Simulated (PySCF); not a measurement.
# Ionisation energy of Bi²⁺ by level of theory

Bi²⁺ [Xe] 4f14 5d10 6s2 6p1 (2P) → Bi³⁺ [Xe] 4f14 5d10 6s2 (1S), as a difference of total energies. Calculation: PySCF 2.14, in x2c-TZVPPall with one added diffuse shell each of s, p, d, f type (12s8p7d4f, 99 functions); scalar relativity by spin-free X2C-1e. Correlated levels: valence and next inner shell: [Kr] 4d10 4f14 frozen. The calculations carry no spin-orbit coupling.

```tsv
method	ionisation energy (eV)
UHF	23.099
MP2 (valence and next inner shell)	23.509
SCS-MP2 (valence and next inner shell)	23.407
CCSD (valence and next inner shell)	23.486
CCSD(T) (valence and next inner shell)	23.503
```

Q: How much does correlation contribute at CCSD(T) (valence and next inner shell)?

A: 23.503 − (23.099) = 0.404 eV, measured against UHF.

A first-order spin-orbit estimate (lowest level to lowest level, LS coupling) adds 1.464 eV.

Errors of the correlated levels include the incompleteness of this basis and the frozen core.

Every method misses the reference by a wide margin, which points to the basis or the choice of state and not to the methods.

For comparison: 25.571 eV (measured; NIST Atomic Spectra Database, ionization energies).
